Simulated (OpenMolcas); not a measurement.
# Sc: effect of the IPEA shift

```
Program             : OpenMolcas 26.06
Basis               : ANO-RCC-VTZP [6s5p3d2f1g]
Scalar Hamiltonian  : DKH2, point nucleus
Active space        : 3 electrons in 6 orbitals (3d 4s)
State averaging     : 2S+1 = 4 even, 17 roots (10 in the spin-orbit step); 2S+1 = 2 even, 30 roots
Spin-orbit coupling : RASSI with atomic mean-field integrals over the reference wave functions, term energies averaged over their components
```

Methods on the same reference wave functions:
A. CASSCF
B. MS-CASPT2, IPEA 0 Eh, imaginary shift 0.1 Eh (closed shells correlated: 3s 3p)
C. MS-CASPT2, IPEA 0.25 Eh, imaginary shift 0.1 Eh (closed shells correlated: 3s 3p)

Energies in cm⁻¹ above 3d 4s² ²D_3/2, the measured ground level; measured values from NIST Handbook of Basic Atomic Spectroscopic Data.

```csv
Level,A,B,C,Measured
3d 4s² ²D_3/2,0.0,0.0,0.0,0.0
3d 4s² ²D_5/2,134,140,140,168
3d² 4s ⁴F_3/2,6062,8880,8770,11520
3d² 4s ⁴F_5/2,6102,8920,8810,11558
3d² 4s ⁴F_7/2,6158,8980,8870,11610
3d² 4s ⁴F_9/2,6230,9050,8940,11677
3d² 4s ²F_5/2,11828,12000,12980,14926
3d² 4s ²F_7/2,11959,12140,13110,15042
3d² 4s ⁴P_1/2,13825,15250,15350,
3d² 4s ⁴P_3/2,13848,15280,15380,
3d² 4s ⁴P_5/2,13882,15320,15420,
3d² 4s ²D_3/2,14610,14040,14880,
3d² 4s ²D_5/2,14624,14040,14870,
3d² 4s ²G_7/2,18086,18750,19050,
3d² 4s ²G_9/2,18087,18750,19050,
3d² 4s ²P_1/2,19775,17580,18690,
3d² 4s ²P_3/2,19832,17640,18750,
```

Deviations, from unrounded energies. A percentage is the sum of absolute deviations over the sum of measured energies, with the sign that they share, or ± where signs differ.

```
                  Against measurement  Levels      A      B      C
       mean absolute deviation (cm-1)       7   4000   2300   2100
fine structure of the ground term (%)       1  -20.6  -17.0  -17.1
             other configurations (%)       6  -36.7  -21.4  -19.5
```

C lies closest to measurement on these levels and A furthest from it. The largest miss of C in the table is 3d² 4s ⁴F_3/2, by -2800 cm-1. The ranking rests on the paired levels alone, and a cruder setting can come out closer through cancelling errors.

Between B and C the level of the table that moves most is 3d² 4s ²P_1/2, by 1100 cm-1 (lowest in B, highest in C). Moves below CASPT2's spread within the term are not significant.

The mean deviations of B to C differ by less than CASPT2's widest spread within a term (1900 cm-1), so their order carries little weight.

The lowest spin-free term lies below A's lowest term by 0.348 hartree in B, 0.339 hartree in C.

CASPT2 breaks the degeneracy within a term, and the mean is taken; among the terms shown or strongly mixed into the levels shown the widest spread is 1900 cm-1 (3d² 4s ²F, B). Over all roots computed the reference weight is 0.83 to 0.91 in B, 0.85 to 0.92 in C; the roots of lowest weight are the least certain, and an intruder state may touch them. Some high roots are left out of the spin-orbit mixing, which shifts the levels that they would mix with. A single d shell beside an s shell can misplace configurations of different d count against each other. Without dynamic correlation excited terms often stand tens of per cent too high (terms of higher spin than the ground term too low), and those without a measured partner can miss by more than the paired ones (holds for A). The CASPT2 spread within a term exceeds the gap to the next term for 3d² 4s ²P and 3d² 4s ²G, so the order of their levels is uncertain (holds for C). Computed and measured levels are paired by configuration, term and J; levels that our copy of the source lacks, or whose pairing is in doubt (as where it misses far off the trend of its configuration), stay unpaired and out of the deviations. Only configurations of the active space appear. Levels that lie high or do not pair safely by name in every column are left out.
